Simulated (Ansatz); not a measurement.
Reaction (redistribution): `[GeH3][SiH2][GeH2][GeH3]` + `C[SiH](O)[GaH2]` → `C[SiH]([GaH2])[GeH2][GeH3]` + `O[SiH2][GeH3]`

Isolated molecules relaxed with PBE0-D4/def2-TZVP in Ansatz; ΔE leaves out vibrations. CCSD(T)/CBS adds triple-zeta CCSD(T) − MP2 to the extrapolated MP2 energy (def2 sets, frozen cores). Functionals use def2-TZVPP. For Ga, Ge outer-core shells are correlated without core-valence functions, which leaves a few kJ/mol of doubt a bond. Scalar relativity is left out up to krypton. One conformer a species, not always the lowest.

| level | ΔE (kJ/mol) | difference from CCSD(T)/CBS |
| --- | --- | --- |
| PBE-D4 | -2.7 | -0.9 |
| BLYP-D4 | -2.6 | -0.8 |
| r2SCAN0-D4 | -1.7 | 0.1 |
| ωB97X-V | 1.4 | 3.2 |
| B2PLYP | -1.3 | 0.5 |
| PBE | -2.3 | -0.5 |
| revPBE | -2.5 | -0.7 |
| BLYP | -2.2 | -0.4 |
| BHLYP | 0.5 | 2.3 |
| CAM-B3LYP | 1.0 | 2.8 |
| HF/def2-SVP | 2.5 | 4.3 |
| MP2/def2-SVP | -2.2 | -0.4 |
| CCSD/def2-SVP | -0.4 | 1.4 |
| MP2/def2-TZVPP | -2.7 | -0.9 |
| CCSD(T)/def2-TZVPP | -1.0 | 0.8 |
| MP2/CBS(def2) | -3.5 | -1.7 |
| CCSD(T)/CBS | -1.8 | 0 |

Largest T1 diagnostic among the species: 0.012.

In def2-TZVPP, CCSD(T) changes the Hartree–Fock value by −3.1 kJ/mol (the triples alone add −0.8 kJ/mol) and MP2 by −4.8 kJ/mol. Leaving LDA and LC-ωPBE aside and taking each functional with its dispersion term where it has one, the values, not all of them listed here, spread over 4.4 kJ/mol, from r2SCAN-D4 to ωB97X-V.
